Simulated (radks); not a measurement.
Pb8+, 74 electrons, occupied as [Xe] 4f14 5d6. All-electron calculation, scalar-relativistic Kohn-Sham, LDA (Slater exchange, VWN5 correlation), spin-polarised, spherical densities, finite nucleus; open shells are filled with parallel spins first (spin-orbit coupling, left out, can overturn this in heavy ions); Fermi nuclear charge, rms radius 5.5012 fm. Program: a radial shooting solver on a logarithmic mesh with Libxc functionals.

Unscreened Slater integrals over Kohn-Sham orbitals (eV). They are taken over the spin-up orbitals. Empty in this configuration: 6s.

\begin{tabular}{lr}
integral & value \\ \hline
F0(5d,5d) & 21.449 \\
F2(5d,5d) & 11.488 \\
F4(5d,5d) & 7.8075 \\
F0(5d,5p) & 23.277 \\
F2(5d,5p) & 12.140 \\
G1(5d,5p) & 14.971 \\
G3(5d,5p) & 9.4274 \\
F0(5d,4f) & 27.112 \\
F2(5d,4f) & 7.1448 \\
F4(5d,4f) & 3.4584 \\
G1(5d,4f) & 2.2319 \\
G3(5d,4f) & 2.2287 \\
G5(5d,4f) & 1.8226 \\
F0(5d,6s) & 16.314 \\
G2(5d,6s) & 3.3258 \\
F0(5p,5p) & 25.844 \\
F2(5p,5p) & 14.019 \\
F0(5p,4f) & 31.723 \\
F2(5p,4f) & 9.9914 \\
G2(5p,4f) & 3.5311 \\
G4(5p,4f) & 3.0889 \\
F0(5p,6s) & 16.951 \\
G1(5p,6s) & 1.6757 \\
F0(4f,4f) & 54.865 \\
F2(4f,4f) & 27.602 \\
F4(4f,4f) & 17.656 \\
F6(4f,4f) & 12.804 \\
F0(4f,6s) & 18.557 \\
G3(4f,6s) & 0.77798 \\
F0(6s,6s) & 14.186 \\
\end{tabular}

Derived for the open shells (J is the average intra-shell exchange parameter used in DFT+U). 5d: Racah B = F2/49 - 5 F4/441 = 0.1459 eV, C = 35 F4/441 = 0.6196 eV, C/B = 4.25, F4/F2 = 0.680, J = (F2 + F4)/14 = 1.378 eV.
